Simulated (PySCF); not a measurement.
**Electron correlation in Se (selenium, neutral)**

[Ar] 3d10 4s1 4p4 4d1, one real determinant (an excited configuration). Calculation: PySCF 2.14, in aug-cc-pVTZ-PP with ECP10MDF (6s5p4d2f, 55 functions); a scalar-relativistic core potential. Frozen: 3s2 3p6 3d10; 6 electrons correlated.

```tsv
level	correlation energy (mhartree)
CCSD	-120.97
(T)	-10.62
CCSD(T)	-131.59
```

Diagnostics: T1 = 0.018, D1 = 0.0520, largest double amplitude 0.205.

Question: Is a single reference adequate?

Answer: Not fully. The real determinant used has ⟨L²⟩ near 8 against 12 for a pure F term, so it mixes terms. The outer electron is Rydberg-like, and this basis confines it to a smaller radius and binds it less than a complete one would. A double-excitation amplitude exceeds 0.15, a sign of near-degeneracy.

The reference is one real determinant that mixes LS terms of this configuration.
